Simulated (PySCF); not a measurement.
# C3H8NO2Si2: g tensor and hyperfine couplings

C3H8NO2Si2 (doublet state).
Structure used (GFN2-xTB), in Å, numbered top down from 1:
```xyz
16
C3H8NO2Si2 angstrom
N      2.5979    0.5464   -0.6890
C      2.0532   -0.6604   -0.4207
O      2.7267   -1.6077   -0.0617
Si     0.1606   -0.7891   -0.6336
C     -0.8727   -0.6626    0.9669
C     -2.1383    0.1367    0.6175
Si    -1.6442    1.4083   -0.7239
O     -0.3281    0.6069   -1.3423
H      2.0327    1.2774   -1.0827
H      3.5993    0.6663   -0.6510
H     -0.2132   -1.9036   -1.4985
H     -0.3050   -0.1244    1.7304
H     -1.1361   -1.6268    1.3989
H     -2.8943   -0.5481    0.2283
H     -2.5691    0.6063    1.5026
H     -1.0770    2.6833   -0.2753
```

The hyperfine couplings belong to this conformer and change with its torsions.

Identity: `NC(=O)[Si@H]1CC[SiH]O1` [radical].

Theory: PySCF, UKS B3LYP, pcH-1 on C H N O Si, non-relativistic, mean-field spin-orbit, GIAO. One conformer (not necessarily the lowest) at the GFN2-xTB geometry, without solvent, vibrations or thermal averaging. A GFN2-xTB geometry isn't a minimum of the functional, and hyperfine couplings can be far from their values at a DFT geometry, by a factor of two or more for some ions and for spin on atoms past the first row. The SCF solution wasn't tested for stability.

* g1, g2, g3: 2.00105, 2.00223, 2.00415
* g_iso: 2.00248
* Form of g: rhombic: the two nearest values differ by 38 % of g3 − g1
* ⟨S²⟩: 0.7512 (exact 0.7500)
* Total energy: -903.42092 Eh

Isotropic coupling and dipolar principal values T1 to T3, in 10⁻⁴ cm⁻¹; ρ(0) is the spin density at the nucleus (1 × 10⁻⁴ cm⁻¹ = 2.998 MHz):

```
atom  isotope   a_iso  of which spin–orbit     T1    T2    T3  Mulliken spin population  ρ(0) (bohr⁻³)
  N1      14N     0.0                  0.0    0.0   0.0   0.0                      0.00        -0.0001
  C2      13C     1.6                  0.0   -0.2  -0.2   0.3                      0.00         0.0043
  O3      17O    -0.2                  0.0   -0.5   0.2   0.3                      0.00         0.0011
 Si4     29Si    -4.6                  0.0   -1.1   0.5   0.6                      0.00         0.0155
  C5      13C     3.8                  0.0   -0.6  -0.5   1.2                      0.01         0.0103
  C6      13C    15.5                  0.0   -2.4  -2.0   4.4                      0.03         0.0412
 Si7     29Si  -199.5                  0.3  -51.6  25.3  26.2                      0.84         0.6740
  O8      17O   -10.2                  0.0   -7.5   3.6   3.8                      0.04         0.0501
  H9       1H     0.0                  0.0   -0.4  -0.4   0.8                      0.00         0.0000
 H10       1H     0.0                  0.0   -0.2  -0.1   0.3                      0.00         0.0000
 H11       1H    -0.3                  0.0   -0.4  -0.4   0.8                      0.00        -0.0002
 H12       1H    -0.2                  0.0   -0.7  -0.4   1.0                      0.00        -0.0001
 H13       1H     3.2                  0.0   -0.6  -0.2   0.8                      0.00         0.0021
 H14       1H     2.2                  0.0   -1.8  -1.0   2.8                      0.00         0.0015
 H15       1H     1.4                  0.0   -1.5  -0.4   1.8                      0.00         0.0009
 H16       1H    49.1                  0.0   -2.6   0.2   2.4                      0.06         0.0329
```

The largest Mulliken spin populations are on Si7 (+0.84) and H16 (+0.06). No atom but Si7 exceeds +0.15. The angles at Si7 add up to 319.1°, so it is pyramidal.

Under fast tumbling the dipolar parts average out, and these isotropic splittings remain: 1 × 1H (H16, I = 1/2, 2 lines) with 5.25 mT, 1 × 1H (H13, I = 1/2, 2 lines) with 0.34 mT, 1 × 1H (H14, I = 1/2, 2 lines) with 0.24 mT, 1 × 1H (H15, I = 1/2, 2 lines) with 0.15 mT and 1 × 1H (H11, I = 1/2, 2 lines) with 0.03 mT.

H9 and H10 aren't averaged: N1 is flat or nearly so (angle sum 359°), and its turn about the short N1–C2 bond (1.35 Å) is taken as slow.

The 29Si coupling of Si7 (-598.0 MHz) shows only in satellite lines or after enrichment, since that isotope makes up about 4.7 % of natural silicon.

The 17O coupling of O8 (-30.4 MHz) shows only in satellite lines or after enrichment, since that isotope makes up about 0.038 % of natural oxygen.
